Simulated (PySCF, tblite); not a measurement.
Isomers of C4H10O2Si. Computed values, GFN2-xTB/tblite, gas phase, harmonic and unscaled. Errors from tens to a few hundred cm⁻¹ against measured bands are possible. Modes of hydrogen on silicon can be 10 to 20 % off. One conformer each.

Electronic energies: PBE0/pcSseg-1 single points on the GFN2-xTB geometries (PySCF, gas phase).

```
            SMILES  electronic energy, lowest = 0 (kcal/mol)
CC[C@H]1CO[SiH2]O1                                       6.7
   CCC(=O)[SiH2]OC                                      37.2
     CC[SiH]1OCCO1                                       0.0
```

Problem. How do GFN2-xTB zero-point energies change the relative energies?

Solution. 
| SMILES | ZPE (kcal/mol) | of it from modes above 1550 cm⁻¹ | electronic (kcal/mol) | with ZPE, lowest = 0 (kcal/mol) | lowest mode (cm⁻¹) | rings |
| --- | --- | --- | --- | --- | --- | --- |
| CC[SiH]1OCCO1 | 86.4 | 41.6 | 0.0 | 0.0 | 41 | 1 |
| CC[C@H]1CO[SiH2]O1 | 85.3 | 40.7 | 6.7 | 5.6 | 24 | 1 |
| CCC(=O)[SiH2]OC | 82.4 | 43.3 | 37.2 | 33.2 | 24 | 0 |

The zero-point energies span 4.0 kcal/mol, from `CCC(=O)[SiH2]OC` to `CC[SiH]1OCCO1`. The order is unchanged.

Problem. And how do the electronic energies of GFN2-xTB itself compare?

Solution. `CC[SiH]1OCCO1` 13.2; `CC[C@H]1CO[SiH2]O1` 0.0; `CCC(=O)[SiH2]OC` 55.9 kcal/mol, lowest = 0. Against the energies above, taken from the same isomer `CC[SiH]1OCCO1`, the largest difference is 19.9 kcal/mol.
